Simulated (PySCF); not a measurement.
Bond curve of I2

Set-up: basis I x2c-TZVPPall; spin-free X2C with a Gaussian nucleus; PySCF 2.14. Energies in eV from I + I in their ground configurations at the same level. State: ¹Σg⁺ (singlet), closed shell.

Curves on a restricted Hartree–Fock reference rise too fast on stretching and do not dissociate correctly.

```json
{"R (Å)": "2.406", "RHF-CCSD(T)": "-1.125"}
{"R (Å)": "2.513", "RHF-CCSD(T)": "-1.558"}
{"R (Å)": "2.593", "RHF-CCSD(T)": "-1.717"}
{"R (Å)": "2.673", "RHF-CCSD(T)": "-1.774"}
{"R (Å)": "2.753", "RHF-CCSD(T)": "-1.757"}
{"R (Å)": "2.860", "RHF-CCSD(T)": "-1.657"}
{"R (Å)": "2.994", "RHF-CCSD(T)": "-1.458"}
{"R (Å)": "3.154", "RHF-CCSD(T)": "-1.174"}
```

Question: Put a parabola through the three lowest points of the RHF-CCSD(T) curve and estimate Re, k and ωe (reduced mass 63.45 u; 1 eV/Å² = 0.16022 mdyn/Å; ωe = 1302.8·√(k/μ) cm⁻¹).

Answer: Through R = 2.593, 2.673, 2.753 Å the second-order coefficient is 5.78 eV/Å², so Re ≈ 2.695 Å, k ≈ 1.85 mdyn/Å and ωe ≈ 223 cm⁻¹. A polynomial fit of higher order to the unrounded RHF-CCSD(T) energies gives Re = 2.691 Å, k = 1.68 mdyn/Å, ωe = 212 cm⁻¹; anharmonicity and rounding make the difference.

The higher-order fit for each curve: RHF-CCSD(T): Re = 2.691 Å, ωe = 212 cm⁻¹, De = 1.78 eV.

Correlated steps freeze 36 core orbitals. These are scalar-relativistic numbers at best; spin–orbit coupling would shift them, the dissociation energy most. Where the molecule has an RHF reference, its open-shell atoms are computed with UHF.
